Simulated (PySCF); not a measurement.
# Field gradients at the hydrogen positions

Species: C4H8O2SSi2.
Z-matrix (Å and degrees, GFN2-xTB geometry), rows numbered from 1:
```
C 
C   1  1.3185
Si  2  1.8835  1  132.16
O   3  1.6231  2  115.86  1    25.08
C   3  1.8898  2   93.11  1   145.09
Si  5  1.8878  3  124.39  2  -161.77
C   5  1.3283  3  112.94  2    15.23
S   7  1.8207  5  121.27  3     6.36
O   8  1.4695  2  107.79  1   -34.98
H   1  1.0789  2  121.96  3     3.90
H   1  1.0801  2  121.25  3  -175.04
H   3  1.4539  2  114.27  1   -93.58
H   4  0.9541  3  122.65  2    54.98
H   6  1.4665  5  108.51  3    51.77
H   6  1.4641  5  108.01  3   -67.37
H   6  1.4631  5  109.49  3   171.81
H   7  1.0798  5  125.66  3  -177.14
```

Level: PBE0/pcSseg-1 (PySCF, non-relativistic); Q(2H) = 0.00286 b; rigid geometry, the same for H and D, with no vibrational averaging.

Task: Rank these positions by the coupling χzz of a deuteron there, largest first.
A. H11 (vinylic hydrogen)
B. H12 (Si–H hydrogen)
C. H14 (Si–H hydrogen)
D. H10 (vinylic hydrogen)
E. H13 (hydroxyl hydrogen)

Result: E (341 kHz), D (222 kHz), A (217 kHz), B (112 kHz), C (108 kHz).

Task: What are Vzz, η and χzz (234.96 MHz × Q × Vzz) at all hydrogens?

Result: 
```json
{"atom": "H10", "bonded to": "C1", "bond length (Å)": "1.079", "Vzz (au)": "0.3308", "η": "0.03", "χzz (kHz)": "222"}
{"atom": "H11", "bonded to": "C1", "bond length (Å)": "1.080", "Vzz (au)": "0.3226", "η": "0.04", "χzz (kHz)": "217"}
{"atom": "H12", "bonded to": "Si3", "bond length (Å)": "1.454", "Vzz (au)": "0.1665", "η": "0.01", "χzz (kHz)": "112"}
{"atom": "H13", "bonded to": "O4", "bond length (Å)": "0.954", "Vzz (au)": "0.5080", "η": "0.05", "χzz (kHz)": "341"}
{"atom": "H14", "bonded to": "Si6", "bond length (Å)": "1.466", "Vzz (au)": "0.1603", "η": "0.02", "χzz (kHz)": "108"}
{"atom": "H15", "bonded to": "Si6", "bond length (Å)": "1.464", "Vzz (au)": "0.1617", "η": "0.02", "χzz (kHz)": "109"}
{"atom": "H16", "bonded to": "Si6", "bond length (Å)": "1.463", "Vzz (au)": "0.1620", "η": "0.02", "χzz (kHz)": "109"}
{"atom": "H17", "bonded to": "C7", "bond length (Å)": "1.080", "Vzz (au)": "0.3246", "η": "0.06", "χzz (kHz)": "218"}
```

Task: Average by the element that carries the hydrogen.

Result: on C: 219 kHz over 3 positions, mean bond length 1.080 Å; on Si: 109 kHz over 4 positions, mean bond length 1.462 Å; on O: 341 kHz over 1 position, mean bond length 0.954 Å.

Task: A static deuteron (I = 1) shows a doublet split by (3/2)χ, (3/4)χ(1 + η) and (3/4)χ(1 − η) with the field along z, y and x of the gradient. What are these for H11?

Result: With |χ| = 216.8 kHz and η = 0.042: 325, 169 and 156 kHz, to first order and without motion.

Geometry: GFN2-xTB, one conformer, isolated molecule. GFN2-xTB bond lengths can be off by several hundredths of an ångström, more for odd bonds, and the gradients follow them. These gradients aren't converged with respect to the basis.

The run behind these numbers computed NMR shieldings as well. Time: 50 s wall; peak memory 0.96 GiB. Hardware: one thread, Arm Neoverse V1 (aarch64), no GPU, shared host with 32 logical CPUs at a one-minute load of 26.
